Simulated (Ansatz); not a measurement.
Basis-set series for `CN[SiH2][SiH3]`. Charge 0, multiplicity 1. The geometry is a stationary point of PBE0-D4/def2-TZVP. It is one conformer, not always the lowest.

| functional | basis | functions | energy (Eh) | HOMO (eV) | LUMO (eV) |
| --- | --- | --- | --- | --- | --- |
| PBE0-D4 | def2-TZVPP | 272 | -676.96215 | -6.59 | -0.05 |
| PBE0-D4 | def2-QZVPP | 524 | -676.98785 | -6.61 | -0.17 |
| ωB97M-V | def2-TZVPP | 272 | -677.20843 | -8.77 | 1.62 |
| ωB97M-V | def2-QZVPP | 524 | -677.23278 | -8.80 | 1.28 |

(1) Give the rows for def2-SVP. (Best estimate.)

Answers

(1) Computed: 
| functional | basis | functions | energy (Eh) | HOMO (eV) | LUMO (eV) |
| --- | --- | --- | --- | --- | --- |
| PBE0-D4 | def2-SVP | 109 | -676.64653 | -6.46 | 0.29 |
| ωB97M-V | def2-SVP | 109 | -676.88476 | -8.63 | 2.13 |

Positive LUMOs are unbound and depend on the basis.
